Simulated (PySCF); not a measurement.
**Ionising LiZn**

PBE; PySCF, no relativity, basis sets Li aug-pcseg-1, Zn aug-pcseg-1. Neutral (UKS): doublet (σ ↑), Re = 2.893 Å, ωe = 179 cm⁻¹, De = 0.23 eV, HOMO -3.05 eV, LUMO -2.09 eV.

LiZn⁻ (UKS): singlet (closed shell), Re = 3.259 Å, ωe = 115 cm⁻¹, De = 0.29 eV to Li⁻ + Zn. The energies at the minima are -1786.40489 hartree for LiZn and -1786.42549 for LiZn⁻.

**Question.** Work out the adiabatic electron affinity, without and with harmonic zero-point energies (1 hartree = 27.2114 eV, 1 eV = 8065.5 cm⁻¹), and the change of the bond length.

**Answer.** At PBE: 0.02060 hartree = 0.561 eV between the minima; the zero-point term (179.0 − 115.0)/2 cm⁻¹ = +0.004 eV makes it 0.565 eV. Re changes by +36.6 pm against the neutral. The electron enters a σ orbital, and the ion is left as a loose complex of an ion and an atom.

Closed-shell solutions of metal pairs were not tested for spin polarisation, which can lower them a little. Weak bonds: LiZn, LiZn⁻. Basis-set superposition, not corrected here, can be much of De in a small basis, most of all at correlated wavefunction levels. For an ion De counts to the pair picked by the measured ionisation energies or electron affinities, which need not be the lowest pair at this level. The highest Kohn–Sham level is positive in this anion. Much of that is self-interaction error, but it also means that the finite basis helps to hold the extra electron. States were picked by a PBE0 search and need not be the measured ground states.
